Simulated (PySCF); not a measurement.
SMILES C([CH2][Al]([CH3])[CH3])[SiH3] (GFN2-xTB optimised geometry):

```
19

Si    -2.989    -0.354     0.000
C     -1.089    -0.354     0.000
C     -0.499     0.367    -1.230
Al     1.509     0.386    -1.115
C      2.409    -0.220     0.561
C      2.601     1.014    -2.661
H     -3.472    -1.031    -1.207
H     -3.472     1.031     0.000
H     -3.494    -1.050     1.186
H     -0.716    -1.382     0.027
H     -0.715     0.123     0.911
H     -0.855    -0.129    -2.144
H     -0.918     1.382    -1.286
H      3.494    -0.266     0.413
H      2.240     0.453     1.409
H      2.095    -1.214     0.897
H      1.996     1.453    -3.461
H      3.182     0.204    -3.116
H      3.330     1.775    -2.360
```

Level of theory: PySCF 2.14.0 with CAM-B3LYP/def2-SVP.

### Question
What are the frontier orbital energies and the dipole moment?

### Answer
HOMO-2 -10.52 eV, HOMO-1 -9.01 eV, HOMO -8.15 eV, LUMO 0.36 eV, LUMO+1 1.38 eV; dipole moment 0.91 D.

Meta-Löwdin charges at CAM-B3LYP/def2-SVP: Si1 0.52, C2 -0.38, C3 -0.45, Al4 0.84, C5 -0.59, C6 -0.59, H7 -0.11, H8 -0.11, H9 -0.11, H10 0.09, H11 0.09, H12 0.09, H13 0.09, H14 0.10, H15 0.11, H16 0.11, H17 0.10, H18 0.11, H19 0.11.
